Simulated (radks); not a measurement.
Species: the terbium ion Tb+. Configuration: [Kr] 4d10 4f(up 4.5, down 4.5) 5s2 6s2 5p(up 2.75, down 2.25) (fractional occupations, a model configuration).

All-electron calculation, scalar-relativistic Kohn-Sham, BLYP, spin-polarised, spherical densities, point nucleus. Program: a radial shooting solver on a logarithmic mesh with Libxc functionals.

Energy parts (hartree):
part                       energy
total                 -11708.6783
kinetic                12603.7656
electron-nucleus      -28589.0844
Hartree                 4532.9499
exchange-correlation    -256.3094

Orbitals (lengths in bohr, moments of r in powers of bohr):
orbital  occ.  eigenvalue (hartree)      <r>
1s up       1             -1906.559  0.02150
1s down     1             -1906.558  0.02150
2s up       1             -316.3939  0.09149
2s down     1             -316.3932  0.09149
2p up       3             -281.1876  0.08088
2p down     3             -281.1865  0.08088
3s up       1             -70.47722   0.2394
3s down     1             -70.47648   0.2394
3p up       3             -59.62262   0.2381
3p down     3             -59.62173   0.2381
3d up       5             -45.48364   0.2165
3d down     5             -45.48273   0.2165
4s up       1             -14.27975   0.5416
4s down     1             -14.27817   0.5416
4p up       3             -10.70817   0.5739
4p down     3             -10.70649   0.5739
4d up       5              -5.80885   0.6243
4d down     5              -5.80659   0.6241
5s up       1              -2.15709    1.314
5s down     1              -2.14243    1.314
5p up    2.75              -1.30651    1.539
5p down  2.25              -1.29185    1.541
4f up     4.5              -0.52089   0.8780
4f down   4.5              -0.51502   0.8755
6s up       1              -0.37497    3.509
6s down     1              -0.37323    3.521

The highest occupied level is 6s down at -10.156 eV. Summed over all electrons, <r^2> = 62.93 bohr^2, which gives a Langevin (diamagnetic) susceptibility term of -49.8 x 10^-6 cm^3/mol. Spin moment in Bohr magnetons: 0.5. The density falls to 0.001 e/bohr^3 at r = 4.83 bohr.
